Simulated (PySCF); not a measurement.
A GIAO shielding run with PySCF (density fitting, non-relativistic, gas phase) on `O=S(C)(=O)c1nc(C=O)no1`, C₄H₄N₂O₄S:

```
$ OMP_NUM_THREADS=1 python probes_run.py task.json out

{"job": {"kind": "nmr", "xc": "PBE0", "basis": "pcSseg-1"}, "charge": 0, "multiplicity": 1}
C     -2.307578    -0.298464     0.550314
S     -1.773499    -0.344323    -1.162581
O     -2.301215     0.765533    -1.891509
O     -1.906010    -1.660282    -1.703576
C      0.011444    -0.043036    -0.978041
N      0.625060     0.115388     0.150021
C      1.926092     0.300805    -0.231031
C      3.060103     0.529970     0.684591
O      2.975186     0.585605     1.875577
N      2.067960     0.252591    -1.532740
O      0.835197     0.030578    -2.021950
H     -1.764687    -1.063290     1.089261
H     -3.373051    -0.495504     0.567470
H     -2.090278     0.686598     0.940849
H      4.010860     0.645821     0.135778
```

Hardware: 1 thread of an Arm Neoverse V1, shared host. The job also computes population analyses, field gradients, ring-centre shieldings.

Q: How large is the calculation?

A: 90 electrons, 214 basis functions and 1125 auxiliary functions.

Q: How long does it take, and how much memory does it need?

A: 52 s of wall time, with 16 SCF cycles and 6 response iterations; peak memory 0.93 GiB. Times on a shared host scatter by some tens of per cent.
